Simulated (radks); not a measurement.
Values are calculated unless marked as measured or tabulated.
Excited configurations of the silver ion Ag2+: one electron is placed in a higher orbital outside [Kr] 4d8. The ground configuration is [Kr] 4d9. Code: a radial shooting solver on a logarithmic mesh with Libxc functionals. Model: Dirac Kohn-Sham, LDA (Slater exchange, Perdew-Wang correlation), spin-unpolarised, spherical densities, point nucleus; open shells fill j = l - 1/2 first. Excitation = E - E(ground); binding = E(ion) - E, where the ion is the core of charge +3; n* = 3/sqrt(2 binding) in atomic units, and the quantum defect is n - n*.

outer orbital  excitation (eV)  binding (eV)     n*  quantum defect  eigenvalue (eV)  <r> (bohr)
4f5/2                   28.041         8.104  3.887           0.113           -6.346       5.342
5p1/2                   15.472        20.673  2.434           2.566          -17.012       2.853
5d3/2                   24.150        11.995  3.195           1.805           -9.753       4.262
6d3/2                   29.074         7.071  4.161           1.839           -5.952       7.948
6f5/2                   32.265         3.880  5.618           0.382           -3.268       14.07
7s1/2                   28.976         7.169  4.133           2.867           -6.186       8.767
7p1/2                   29.924         6.221  4.437           2.563           -5.354       9.818

The Delta-SCF ionisation energy is 36.145 eV (NIST Atomic Spectra Database: 34.8 eV, semi-empirical). Self-interaction in the functional shifts the binding energies and quantum defects, so they are the method's values and not measured ones. Spin polarisation and multiplet splitting are left out, so open shells lie too high by an amount that depends on their filling.

Beside tabulated values, note that spin-unpolarised runs miss the spin-polarisation part of the exchange energy of open shells.
